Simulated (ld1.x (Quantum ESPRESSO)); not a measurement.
# An all-electron radial function and its pseudo partner (fluorine)

Columns: radius, all-electron u(r) and pseudo u(r) of the 2p shell (level -11.05 eV) of fluorine in the configuration [He] 2s2 2p5; PBEsol, scalar-relativistic, TM scheme, ld1.x (Quantum ESPRESSO) 7.5.

```
r (bohr)  all-electron  pseudo
   0.090        0.1169  0.0346
   0.180        0.3265  0.1331
   0.270        0.5258  0.2810
   0.360        0.6832  0.4562
   0.450        0.7941  0.6334
   0.540        0.8629  0.7885
   0.630        0.8971  0.9038
   0.720        0.9049  0.9707
   0.810        0.8936  0.9903
   0.900        0.8690  0.9710
   0.990        0.8356  0.9252
   1.080        0.7968  0.8649
   1.170        0.7550  0.8004
   1.260        0.7118  0.7380
   1.350        0.6685  0.6812
   1.440        0.6260  0.6308
   1.530        0.5846  0.5859
   1.620        0.5450  0.5451
   1.710        0.5071  0.5071
   1.800        0.4713  0.4713
   1.890        0.4374  0.4374
   1.980        0.4057  0.4057
   2.070        0.3759  0.3759
   2.160        0.3481  0.3481
   2.250        0.3221  0.3221
   2.340        0.2980  0.2980
```

(1) How many radial nodes do the two functions have?

(2) At about which radius was the pseudo-wave matched?

(3) Is the pseudo-wave norm-conserving?

## Answers

(1) The all-electron 2p function has n − l − 1 = 0; the pseudo-wave has 0.

(2) 1.80 bohr. The columns agree to 0.0005 from 1.62 bohr on; several derivatives are matched, so the curves merge somewhat inside the radius.

(3) Yes: the TM scheme keeps the norm inside the radius equal to the all-electron one, which fixes the energy derivative of the logarithmic derivative at the level.
